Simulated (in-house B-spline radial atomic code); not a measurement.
The numbers below are computed, except where a source is named.
C6 from the polarisability at imaginary frequency: Ti V (Ti4+)

TDHF linear response of the closed shell [Ne] 3s2 3p6, from an all-electron radial atomic-structure program (B-spline basis); scalar-relativistic (spin-free one-electron X2C), finite nucleus, no spin-orbit coupling.

The dispersion coefficient of two like species is C6 = (3/π) ∫ α(iu)² du from 0 to ∞.

| u (hartree) | α(iu) (bohr³) |
| --- | --- |
| 0 | 1.482 |
| 0.335 | 1.436 |
| 0.783 | 1.261 |
| 1.34 | 0.9859 |
| 2.24 | 0.6307 |
| 3.35 | 0.3852 |
| 5.03 | 0.2155 |
| 7.83 | 0.1097 |
| 11.2 | 0.0629 |
| 16.8 | 0.03342 |
| 28 | 0.01477 |
| 55.9 | 0.004515 |

Task: Fit one oscillator, α(iu) = α(0)/(1 + u²/ω²), through u = 2.24 and estimate C6.

Result: From α(0)/α(iu) − 1 = 1.482/0.6307 − 1 = 1.3498, ω = u/√1.3498 = 1.9280 hartree (52.5 eV). London's formula gives C6 = (3/4) α(0)² ω = 0.75 × 1.482² × 1.9280 = 3.176 hartree·bohr⁶, and the oscillator holds f = α(0) ω² = 5.51 electrons, of a sum of oscillator strengths of 17.9.

Task: How does that compare with the full integral?

Result: The program's quadrature over all excitations gives C6 = 3.211, so the single oscillator is off by -1.1 %. At the last point the fit gives α = 0.00176 against 0.00451: higher excitations, and deeper shells where there are any, keep the true curve higher at large u.
